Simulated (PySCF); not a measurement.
**Gd(NO3)3 at several levels of theory**

Computed with PySCF 2.14.0 (density fitting, no spin-orbit coupling) at the geometry relaxed with BP86:

```xyz
13
Gd(NO3)3 (singlet in the valence; each metal's 4f electrons, 7 of them, lie in its core potential, out of spins and levels)
Gd    0.0000    0.0000    0.0000
O     2.0918   -0.1703    1.0810
O     2.0918    0.1703   -1.0810
N     2.8088    0.0000    0.0000
O     4.0090    0.0000    0.0000
O    -0.8984    1.8967    1.0810
O    -1.1934    1.7264   -1.0810
N    -1.4044    2.4325    0.0000
O    -2.0045    3.4719    0.0000
O    -1.1934   -1.7264    1.0810
O    -0.8984   -1.8967   -1.0810
N    -1.4044   -2.4325    0.0000
O    -2.0045   -3.4719    0.0000
```

```tsv
level	basis	state	HOMO (eV)	gap (eV)	charge on Gd1 (e)	population of f-type functions on Gd1 (polarisation alone where 4f lies in the core)	dipole about the centre of mass (D)	largest force component (eV/Å)
BP86	Gd lcecp-1-SVP with ECP53, O def2-SVP, N def2-SVP	singlet	-7.67	3.65	1.17	0.06	0.00	0.03
wB97X	the same	singlet	-12.00	11.12	1.39	0.07	0.00	2.18
PBE0	the same	singlet	-9.52	6.42	1.38	0.06	0.00	2.05
PBE	the same	singlet	-7.54	3.63	1.14	0.06	0.00	0.24
BP86	Gd lcecp-1-TZVP with ECP53, O def2-TZVP, N def2-TZVP	singlet	-7.77	3.69	1.52	0.09	0.00	0.14
```

In the lcecp rows the 4f levels are missing from HOMO and gap, and the state counts the valence alone.

Charges are Mulliken's, which hang on the basis. The relaxation used the grid (50, 194), these runs (75, 302) or, all-electron (x2c bases, spin-free X2C Hamiltonian), (99, 590).

Q: What does CAM-B3LYP with Gd lcecp-1-SVP with ECP53, O def2-SVP, N def2-SVP give here?

A: state singlet, HOMO (eV) -10.96, gap (eV) 9.02, charge on Gd1 (e) 1.32, population of f-type functions on Gd1 (polarisation alone where 4f lies in the core) 0.07, dipole about the centre of mass (D) 0.00, largest force component (eV/Å) 1.97. Time: 26 s on 4 threads of Arm Neoverse V2 (shared host), from an already converged density.

In the first row's basis the gap widens with exact exchange: 3.6 to 3.7 eV for PBE, BP86 (none); 6.4 eV for PBE0 (a fixed share); 9.0 to 11.1 eV for CAM-B3LYP, wB97X (rising or full at long range).

An lcecp potential fixes the number of 4f electrons, so in runs with it no electron can move into or out of that shell.
